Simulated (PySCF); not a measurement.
Cartesian coordinates in Å; atom numbers follow the order of the lines, from 1:
```xyz
19

C    -1.5963    2.3914    0.1186
C    -1.5305    1.0977    0.0841
C    -1.4086   -0.1950    0.0424
C    -2.5961   -1.1142    0.1262
Si    0.2882   -1.0086   -0.1430
C     1.6439    0.3161   -0.0314
C     3.0477   -0.2706   -0.1012
H    -1.7140    2.9786   -0.7789
H    -1.5463    2.9402    1.0461
H    -2.6601   -1.7212   -0.7755
H    -3.5222   -0.5546    0.2398
H    -2.4852   -1.7901    0.9726
H     0.4550   -2.0062    0.9264
H     0.3517   -1.7048   -1.4389
H     1.5168    1.0401   -0.8380
H     1.5376    0.8753    0.8995
H     3.1948   -0.8045   -1.0373
H     3.8035    0.5109   -0.0334
H     3.2103   -0.9715    0.7145
```

Computational details: GFN2-xTB structure, GIAO PBE0/pcSseg-1 shieldings, in PySCF (gas phase, non-relativistic Hamiltonian, single conformer, fast rotation and ring inversion assumed for equivalent nuclei).

Problem. Predict the 2D correlation tables (HSQC, COSY, HMBC).

Solution. 

HSQC (one-bond C–H):
```csv
δH,δC
4.56 (H8/H9),71.6 (C1)
1.87 (H10/H11/H12),20.5 (C4)
1.16 (H17/H18/H19),10.5 (C7)
0.92 (H15/H16),6.2 (C6)
```

COSY cross peaks (H two or three bonds apart, from the bond graph; peaks can be absent where the dihedral angle is near 90°):
```csv
δH,δH
4.26 (H13/H14),0.92 (H15/H16)
1.16 (H17/H18/H19),0.92 (H15/H16)
```

HMBC (two and three bonds, from the bond graph):
```csv
δH,δC
4.56 (H8/H9),"220.9 (C2), 90.4 (C3)"
4.26 (H13/H14),"220.9 (C2), 90.4 (C3), 20.5 (C4), 10.5 (C7), 6.2 (C6)"
1.87 (H10/H11/H12),"220.9 (C2), 90.4 (C3)"
1.16 (H17/H18/H19),6.2 (C6)
0.92 (H15/H16),"90.4 (C3), 10.5 (C7)"
```

References, each an isolated molecule treated in the same way: TMS for 1H and 13C.

Shifts are as computed. Against solution values, carbons near 30 ppm lie about +3 ppm off and those near 130 ppm about +5 ppm. Of 1211 compounds with measured shifts, 218 miss one by over three times the rms of a fit or turn the order of signals round; such compounds aren't used in these exercises.
